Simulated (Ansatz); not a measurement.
One change: `CO[Si@H](Cl)[Si@H](O)Cl` becomes `C#C[SiH](Cl)OC`.

Ansatz, PBE0-D4/def2-TZVP geometries, multiplicity 1. Each molecule was computed in one conformer, which needn't be the lowest.

```tsv
property	`CO[Si@H](Cl)[Si@H](O)Cl`
HOMO energy (PBE/def2-TZVPP) / eV	-6.73
size of the dipole moment (ωB97M-V/def2-TZVPP) / D	2.59
HOMO–LUMO gap (B3LYP/def2-TZVPP) / eV	6.86
size of the dipole moment (PBE/def2-TZVPP) / D	2.49
HOMO energy (B3LYP/def2-TZVPP) / eV	-7.78
LUMO energy (PBE/def2-TZVPP) / eV	-1.61
```

(1) Give the same properties after the change, and the shifts. (Estimate.)

Results:

(1) The calculation gave: 
```json
{"property": "HOMO energy (PBE/def2-TZVPP) / eV", "`C#C[SiH](Cl)OC`": "-7.09", "shift": "-0.36"}
{"property": "size of the dipole moment (ωB97M-V/def2-TZVPP) / D", "`C#C[SiH](Cl)OC`": "2.02", "shift": "-0.57"}
{"property": "HOMO–LUMO gap (B3LYP/def2-TZVPP) / eV", "`C#C[SiH](Cl)OC`": "7.51", "shift": "0.65"}
{"property": "size of the dipole moment (PBE/def2-TZVPP) / D", "`C#C[SiH](Cl)OC`": "1.92", "shift": "-0.57"}
{"property": "HOMO energy (B3LYP/def2-TZVPP) / eV", "`C#C[SiH](Cl)OC`": "-8.22", "shift": "-0.44"}
{"property": "LUMO energy (PBE/def2-TZVPP) / eV", "`C#C[SiH](Cl)OC`": "-1.46", "shift": "0.15"}
```

With PBE0 the HOMO falls by 0.51 eV and the LUMO rises by 0.23 eV, so the gap widens by about 0.74 eV. PBE moves the HOMO by -0.36 eV and ωB97M-V by -0.75 eV. Dipoles are sizes alone; their direction can turn.

B3LYP here is the variant with VWN-RPA as its local correlation; programs differ in this.
